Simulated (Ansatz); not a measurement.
Species: C$_{4}$H$_{11}$BO$_{3}$, charge 0, multiplicity 1. 
Geometry from a B3LYP-D3(BJ)/def2-TZVP (Ansatz, a program for electronic structure) optimisation:
SMILES: OB(O)OC(C)(C)C
```xyz
19

C     -1.2499     0.9599    -1.0971
C     -1.0531    -0.1174    -0.0327
C     -1.2686     0.4381     1.3733
C     -1.9830    -1.2984    -0.2892
O      0.2820    -0.6722    -0.1398
B      1.4611    -0.0111     0.0087
O      2.6369    -0.7123    -0.1305
O      1.5348     1.3301     0.2925
H     -2.2794     1.3213    -1.0773
H     -1.0511     0.5493    -2.0883
H     -0.5837     1.8035    -0.9263
H     -1.0828    -0.3387     2.1167
H     -2.2988     0.7799     1.4866
H     -0.6025     1.2768     1.5679
H     -3.0259    -0.9838    -0.2306
H     -1.8006    -1.7159    -1.2801
H     -1.8136    -2.0814     0.4508
H      2.4826    -1.6411    -0.3279
H      2.4474     1.6277     0.3622
```
Charge 0, spin multiplicity 1.

Quantity: atomisation energy (electronic, to ground-state atoms), in kcal/mol. Valence correlation only, unless marked. Open shells are spin-unrestricted. No spin-orbit coupling. Non-relativistic. The coupled-cluster limit lacks core correlation, which all-electron functionals hold. CBS marks a two-point X^-3 extrapolation of the correlation energy; Hartree-Fock from the larger set. The bracket is a focal-point correction in the basis named.

```json
[
 {"level": "BLYP-D4/def2-TZVPD", "program": "Ansatz + dftd4", "atomisation energy (kcal/mol)": "1897.7"},
 {"level": "revPBE-D3(BJ)/def2-TZVPD", "program": "Ansatz + dftd3", "atomisation energy (kcal/mol)": "1885.5"},
 {"level": "B3LYP-D3(BJ)/def2-TZVPD", "program": "Ansatz + dftd3", "atomisation energy (kcal/mol)": "1901.9"},
 {"level": "PBE0-D3(BJ)/def2-TZVP", "program": "Ansatz + dftd3", "atomisation energy (kcal/mol)": "1908.7"},
 {"level": "PBE0/def2-TZVPD", "program": "Ansatz", "atomisation energy (kcal/mol)": "1900.2"},
 {"level": "LC-wPBE-D4/def2-TZVPD", "program": "Ansatz + dftd4", "atomisation energy (kcal/mol)": "1912.2"},
 {"level": "B2GP-PLYP/def2-TZVPD", "program": "Ansatz", "atomisation energy (kcal/mol)": "1878.5"},
 {"level": "RPA@PBE/cc-pVTZ", "program": "Ansatz", "atomisation energy (kcal/mol)": "1781.8"},
 {"level": "MP2/cc-pVTZ", "program": "Ansatz", "atomisation energy (kcal/mol)": "1899.8"},
 {"level": "RI-MP2/CBS(aug-cc-pVTZ,aug-cc-pVQZ)+[CCSD(T)-MP2]/aug-cc-pVTZ", "program": "Ansatz", "atomisation energy (kcal/mol)": "1907.3"}
]
```
